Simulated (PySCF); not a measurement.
## Calculated data, BClH2OSi

All values are calculated (PySCF 2.14.0). Calculation on a computer-drawn molecule: the log of a Hartree-Fock and frozen-core CCSD(T) single point meant for a local Hartree-Fock minimum, with one planted fault or none, to be diagnosed. Offsets are logged minus clean, where the clean run is the same molecule without the fault. The reference is restricted for singlets and unrestricted otherwise, and also for a bond in bohr or an excited solution. Adding or removing an electron swaps singlet and doublet. The excited solution moves the top pair (singlet) or top alpha electron (doublet) to the lowest empty orbital. Highest occupied and lowest empty are orbital energies over both spins, largest force is the largest gradient component, triples share is (T) over the correlation energy, the T1 limit is 0.02 restricted and 0.045 unrestricted, electrons count all cores, a negative frequency is imaginary (commonest isotopes), and the dipole is about the centre of nuclear charge.

Entry: BClH2OSi

Logged structure:
```xyz
6
BClH2OSi
Si    -0.1490     0.4320     2.3448
O     -0.1402    -0.8661     1.3016
B     -0.5542    -1.7641     0.4138
Cl    -2.1590    -2.5175     0.5986
H      0.6450    -0.2397     3.4519
H      0.1170    -2.0972    -0.5120
```

- meant charge: 0
- meant multiplicity: 1
- meant basis: cc-pV(D+d)Z
- logged electrons: 46
- logged basis functions: 84
- logged SCF converged: yes
- logged spin squared: 0
- logged highest occupied: -6.0783 eV
- logged lowest empty: -3.0472 eV
- logged largest force: 0.046978 hartree/bohr
- logged dipole magnitude: 2.3369 debye
- logged SCF stable within its kind: no
- logged energy HF: -848.97133 hartree
- possible faults: no fault, one electron removed, one electron added, multiplicity raised by two, geometry at a saddle point, SCF held on an excited solution, minimal basis STO-3G, one bond length entered in bohr, all coordinates scaled
- planted fault: SCF held on an excited solution
- HF energy offset from clean run: 166.1 kcal/mol

Drawn bonds:
```csv
atom,other atom,order
1,2,1
2,3,1
3,4,1
1,5,1
3,6,1
```

Notes: coupled-cluster numbers left out as unreliable.
